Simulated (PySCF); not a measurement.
B3LYP has the VWN-RPA correlation part, as in Gaussian. 

Cartesian coordinates (Å):
SMILES: [CH2]SC
```xyz
8

C      1.5091    -0.1800     0.0466
S      0.1098    -1.0693     0.3997
C     -1.1795     0.1142     0.0045
H      2.4601    -0.6572     0.2302
H      1.4575     0.7701    -0.4653
H     -1.1021     0.9927     0.6460
H     -1.1199     0.4080    -1.0445
H     -2.1351    -0.3785     0.1827
```
Charge 0, spin multiplicity 2.

**Question.** What is the computed total energy, highest occupied spin orbital and dipole moment (B3LYP-D3(BJ)/def2-TZVP // PBE0-D4/def2-TZVP (PySCF))?

**Answer.** 
```yaml
total_energy: -477.4297 Ha
highest_occupied_spin_orbital: -4.64 eV
dipole_moment: 1.41 D
```
